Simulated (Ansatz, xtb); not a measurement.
Molecule: SbCl$_{2}$ (charge 0, doublet). It need not be the lowest isomer of its formula. 
Coordinates optimised at B3LYP-D3(BJ)/def2-TZVP (Ansatz, a first-principles code):
```xyz
3

Sb    -0.3350    -0.1782     0.4828
Cl    -0.3456     1.8508    -0.7281
Cl     1.3505    -1.3162    -0.7202
```
Charge 0, spin multiplicity 2.

Harmonic wavenumbers from GFN2-xTB (xtb, at its own minimum), cm⁻¹: 106, 302, 324.

Q: Give the harmonic wavenumbers at B3LYP-D3(BJ)/def2-TZVP (Ansatz, finite differences of forces, unscaled).

A: 122, 346, 363 cm⁻¹. Zero-point energy 1.2 kcal/mol.

Q: From these and the geometry, give the ideal-gas thermochemistry at 298.15 K and 1 atm (rigid rotor, harmonic oscillator).

A: Point group C2v, rotational symmetry number 2. Rotational constants 4.786, 2.209, 1.511 GHz. S(trans) 41.67, S(rot) 26.02, S(vib) 5.37, S(elec, spin only) 1.38, S 74.4 cal/(mol K). H(298) - H(0) 3.25 kcal/mol; G - E(el) -17.8 kcal/mol.
